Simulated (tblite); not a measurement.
C₆H₁₂O₂SSi.
Atom-mapped SMILES: `[CH3:1][S:2]/[C:3]([CH3:4])=[C:5](/[CH3:6])[SiH2:7][O:8][CH:9]=[O:10]` (hydrogens: H11, H12, H13 on C1; H14, H15, H16 on C4; H17, H18, H19 on C6; H20, H21 on Si7; H22 on C9)

Geometry (GFN2-xTB, Å), atoms numbered from 1 in this order:
```xyz
22
C6H12O2SSi angstrom
C     -1.8803    1.7474    0.0612
S     -1.4086    0.5048    1.3079
C     -0.9160   -0.8082    0.1984
C     -2.0197   -1.6091   -0.4132
C      0.3870   -1.0072   -0.0018
C      0.8430   -2.1344   -0.8827
Si     1.6642    0.0761    0.8665
O      1.4614    1.5688    0.1171
C      2.2321    2.5798    0.4169
O      3.1359    2.5619    1.1965
H     -2.2298    2.6186    0.6052
H     -1.0062    1.9953   -0.5328
H     -2.6755    1.3537   -0.5647
H     -1.9033   -2.6626   -0.1582
H     -2.9876   -1.2700   -0.0537
H     -1.9952   -1.5289   -1.5008
H      1.9221   -2.1279   -0.9993
H      0.5493   -3.0910   -0.4499
H      0.3838   -2.0642   -1.8685
H      3.0005   -0.3990    0.5118
H      1.4897    0.2357    2.3008
H      1.9427    3.4797   -0.1576
```

All values are computed: GFN2-xTB (tblite) harmonic vibrations without scaling, gas phase. The method is semi-empirical: single wavenumbers can be off by several per cent or more. Modes of hydrogen on silicon can be 10 to 20 % off. One conformer, not necessarily the lowest.

Harmonic wavenumbers (cm⁻¹): 35.3, 56.1, 60.1, 69.3, 75.8, 103.7, 114.4, 135.6, 149.2, 162.7, 183.1, 236.6, 288.8, 326.9, 344.0, 389.2, 495.0, 534.0, 550.0, 618.5, 648.5, 709.8, 719.4, 763.8, 781.5, 801.0, 940.7, 947.7, 948.9, 989.8, 1001.0, 1020.5, 1091.2, 1106.0, 1183.8, 1199.5, 1307.1, 1366.2, 1392.9, 1401.3, 1447.1, 1449.5, 1467.7, 1474.6, 1483.9, 1486.0, 1654.8, 1783.8, 2281.0, 2356.4, 2792.2, 2983.6, 2990.2, 3002.2, 3005.3, 3030.1, 3038.5, 3048.1, 3055.4, 3060.2.

A = 1394, B = 687.8, C = 521.0 MHz; mass 176.033 u (most abundant isotopes); point group C1, symmetry number 1.

Task: What is the zero-point energy?

Result: Half the sum of the wavenumbers: 36070 cm⁻¹ = 431.49 kJ/mol.

Task: Give the ideal-gas entropy at 200 K and 1 bar in the rigid-rotor, harmonic-oscillator model (classical rotation).

Result: Translation 165.04, rotation 124.07, vibration 152.19: S = 441.3 J/(mol K).

Task: And Cp and H(200 K) − H(0)?

Result: Cp = 168.13 J/(mol K), of which vibrations give 134.87 (their classical limit is 60 R = 498.9); H(200 K) − H(0) = 22.21 kJ/mol without the zero-point energy, 15.56 from vibrations.

Task: Which modes carry the vibrational entropy at 200 K?

Result: 35.3 cm⁻¹: 19.73; 56.1 cm⁻¹: 15.92; 60.1 cm⁻¹: 15.35; 69.3 cm⁻¹: 14.19; 75.8 cm⁻¹: 13.46; 103.7 cm⁻¹: 10.94 J/(mol K); the other 54 give 62.60 together.

Task: What must be added to the electronic energy to get the Gibbs energy at 200 K and 1 bar?

Result: ZPE + [H(200 K) − H(0)] − T·S = 431.49 + 22.21 − 88.26 = 365.44 kJ/mol.

Hindered rotation and anharmonicity are outside this model. Other conformers, if any are populated, would add a mixing term that is left out. The structure is chiral; the term R ln 2 for an equal mix with its mirror image is left out.
